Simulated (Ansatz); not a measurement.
CH4Cl2OSn (SMILES [CH3][Sn]([OH])([Cl])[Cl]), singlet, at a GFN2-xTB geometry (such geometries of metal compounds can be far from the true shape) (all electrons, no relativity), with bond 7-1 at 1.4 times its length; CASSCF(2,3)/STO-3G run with Ansatz (a program for electronic structure).

Ansatz was given this input:
Ansatz 0.2 input:
```yaml
crystal:
  periodic: [false, false, false]
  atoms:
    - {symbol: C, position_ang: [2.15285455, -1.02122552, -0.08713899]}
    - {symbol: Sn, position_ang: [0.13057610, -0.19100717, -0.07455816]}
    - {symbol: O, position_ang: [-1.01528858, -1.49310047, -1.02489361]}
    - {symbol: Cl, position_ang: [-0.13987354, 1.81572092, -1.19944321]}
    - {symbol: Cl, position_ang: [-0.84458512, 0.08913505, 2.00964870]}
    - {symbol: H, position_ang: [2.35023210, -1.43752750, 0.89320486]}
    - {symbol: H, position_ang: [3.12024527, 0.10201167, -0.40939956]}
    - {symbol: H, position_ang: [2.17286336, -1.78974799, -0.84980965]}
    - {symbol: H, position_ang: [-1.95476939, -1.31384704, -1.04967237]}
basis:
  gaussian:
    orbitals: STO-3G
hamiltonian:
  xc: hf
magnetization: {spin_polarized: false}
correlation: {active_space: {window: {electrons: 2, orbitals: 3}}}
```

The log (banner, timings and long lists left out):

```
Functional definition: HF
752 factors; integrals over basis functions are off by at most 3.2e-5 eV
mean field evaluation 1: about -190099.1309 eV, gradient 2.5e1 eV
mean field evaluation 2: about -190099.1844 eV, gradient 2.5e1 eV
mean field evaluation 4: about -190102.1293 eV, gradient 1.7e0 eV
mean field evaluation 8: about -190102.1458 eV, gradient 4.5e-2 eV
mean field -190102.14585877 eV, -6986.1250044473 hartree, gradient 1.8e-6 eV, S^2 0.000000; 0 other end points of the search recorded, 0 dependent functions left out
reference -190102.14585877 eV, -6986.1250044473 hartree; 51, 51 occupied and 8, 8 virtual orbitals, 752 factors
state -190103.21083146 eV, -6986.1641414718 hartree
Total energy: -190103.21083146 eV, -6986.1641414718 hartree
```
